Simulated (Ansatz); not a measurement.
The cluster Si₄Ni⁺, relaxed as a doublet with UKS PBE-D4/def2-SVP in Ansatz, starting from the GFN1-xTB geometry. Force threshold 0.02 eV/Å.

Another isomer (doublet) lies 0.82 eV lower at PBE-D4/def2-SVP; other spin states weren't run for this one.

Start:

| atom | x (Å) | y (Å) | z (Å) |
| --- | --- | --- | --- |
| Ni1 | 0.6213 | 3.1334 | 0.2746 |
| Si2 | 0.1640 | -2.7411 | 0.0427 |
| Si3 | 0.1164 | -0.7930 | -1.3057 |
| Si4 | -0.7998 | -0.8098 | 1.0213 |
| Si5 | -0.1020 | 1.2106 | -0.0330 |

**Question.** Estimate the energy that the relaxation releases and the steps that it takes.

**Answer.** 22.6 kJ/mol, in 7 steps; 16 s on 4 threads of Arm Neoverse V1 on a shared host. No frequencies were taken in this run, so the end may be a saddle point.

**Question.** Does the start keep its bonding and symmetry?

**Answer.** By distances, no bond broke or formed. The bond that changes most is Si3–Si5, from 2.38 to 2.28 Å (atoms count from 1). Point group Cs at the start, C2v at the end, both within 0.05 Å.

**Question.** Predict the relaxed structure.

**Answer.** 
| atom | x (Å) | y (Å) | z (Å) |
| --- | --- | --- | --- |
| Ni1 | 0.3199 | 3.2018 | 0.1532 |
| Si2 | -0.2649 | -2.7226 | -0.1275 |
| Si3 | 0.3936 | -0.7742 | -1.2391 |
| Si4 | -0.5534 | -0.7945 | 1.1628 |
| Si5 | 0.1049 | 1.0896 | 0.0506 |
Bond lengths: 5 × Si–Si 2.28 to 2.58 Å; 1 × Ni–Si 2.13 Å.
